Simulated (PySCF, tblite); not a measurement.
Isomers of C7H11ClO, one GFN2-xTB conformer each. Single-point energies are computed at PBE0/pcSseg-1 (PySCF, gas phase, no added dispersion term), electronic only.

**Question.** Rank them by PBE0/pcSseg-1 energy, lowest first (kJ/mol).
A. `[CH3:1][CH:2]([CH3:3])[C@@H:4]1[CH2:5][C@H:6]1[C:7](=[O:8])[Cl:9]` with C1–C2–C4–C5 150°, C5–C6–C7–O8 29°
B. `[CH3:1][C:2]([CH3:3])([CH3:4])/[CH:5]=[CH:6]/[C:7](=[O:8])[Cl:9]` with C5–C6–C7–O8 0°
C. `[CH3:1][C@@H:2]1[CH2:3][C@@:4]12[CH2:5][O:6][CH2:7][C@@H:8]2[Cl:9]` with C1–C2–C3–C4 -111°, C2–C3–C4–C5 -111°, C3–C4–C5–O6 -163°, C4–C5–O6–C7 36°
D. `[CH3:1]/[CH:2]=[C:3](\[C:4](=[O:5])[Cl:6])[CH:7]([CH3:8])[CH3:9]` with C2–C3–C4–O5 -121°, C2–C3–C7–C8 -126°

**Answer.** B (0.0), A (7.1), D (20.6), C (84.3).

As drawn, the lowest has a C=O bond and a C=C bond outside aromatic rings, which the highest lacks; the highest has a three-membered ring, which the lowest lacks. Neighbours under 10 kJ/mol apart (CC(C)(C)/C=C/C(=O)Cl and CC(C)[C@@H]1C[C@H]1C(=O)Cl) can change places with a better method, another conformer or zero-point energy. GFN2-xTB itself gives, in the same order: 18.4, 0.0, 23.2, 10.7. GFN2-xTB puts CC(C)[C@@H]1C[C@H]1C(=O)Cl lowest instead; measured from each level's own lowest isomer, the values differ by up to 73.6 kJ/mol (C[C@@H]1C[C@@]12COC[C@@H]2Cl: 10.7 against 84.3).

**Question.** Which frontier levels, dipoles and rotational constants go with these structures?

**Answer.** 
```csv
SMILES,"HOMO (eV, PBE0/pcSseg-1)",LUMO (eV),dipole (D),"A, B, C (MHz)"
CC(C)(C)/C=C/C(=O)Cl,-8.34,-2.01,4.50,"2866, 589.2, 547.1"
CC(C)[C@@H]1C[C@H]1C(=O)Cl,-8.40,-0.91,3.82,"2618, 696.0, 617.8"
C/C=C(\C(=O)Cl)C(C)C,-7.60,-1.48,3.20,"1668, 1102, 888.5"
C[C@@H]1C[C@@]12COC[C@@H]2Cl,-7.59,0.70,1.49,"1565, 1411, 924.6"
```

**Question.** What happens when harmonic zero-point energies from GFN2-xTB frequencies are added?

**Answer.** 
```
                      SMILES  ZPE (kJ/mol)  electronic (kJ/mol)  with ZPE (kJ/mol)
        CC(C)(C)/C=C/C(=O)Cl         427.2                  0.0                0.0
  CC(C)[C@@H]1C[C@H]1C(=O)Cl         431.2                  7.1               11.1
        C/C=C(\C(=O)Cl)C(C)C         426.7                 20.6               20.2
C[C@@H]1C[C@@]12COC[C@@H]2Cl         435.3                 84.3               92.4
```

The zero-point energies span 8.6 kJ/mol. The order is unchanged.

**Question.** As an exercise, what shares would exp(−E/RT) give at 1000 K from these electronic energies alone (no entropy, no degeneracies)?

**Answer.** RT = 8.314 kJ/mol: CC(C)(C)/C=C/C(=O)Cl 66.2 %, CC(C)[C@@H]1C[C@H]1C(=O)Cl 28.2 %, C/C=C(\C(=O)Cl)C(C)C 5.5 %, C[C@@H]1C[C@@]12COC[C@@H]2Cl under 0.1 %.
